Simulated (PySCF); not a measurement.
Species: CH₅InO.
Bonds: C1–O2, O2–In3. Hydrogens: H4, H5, H6 on C1; H7, H8 on In3.

Computed with PBE0-D3(BJ)/def2-SVP geometry optimisation, gas phase, def2 core potentials past Kr (PySCF 2.14.0).

Task: What internal coordinates does the optimisation give?

Result: 
| bond | length (Å) | order |
| --- | --- | --- |
| C1–O2 | 1.389 | single |
| O2–In3 | 2.004 | single |
| C1–H4, C1–H5, C1–H6 | 1.109 | single |
| In3–H7 | 1.711 | single |
| In3–H8 | 1.722 | single |

Bonds in one row agree within 0.01 Å and their mean is given. Orders are formal, as drawn. A selection of angles:
| angle | degrees |
| --- | --- |
| O2–C1–H4 | 114.3 |
| O2–C1–H5 | 110.9 |
| H4–C1–H5 | 106.7 |
| C1–O2–In3 | 125.2 |
| O2–In3–H7 | 111.2 |
| O2–In3–H8 | 112.9 |
| H7–In3–H8 | 135.9 |

In3 (indium bonded to O and 2 H) is planar (angles 135.9°, 112.9° and 111.2°, sum 360.0°, 0.00 Å off the plane of its three neighbours).

Point group: Cs (tolerance 0.08 Å). Whether it is a minimum is left open (no frequencies). One conformer, not necessarily the lowest (C1–O2–In3–H -179° and 1°).
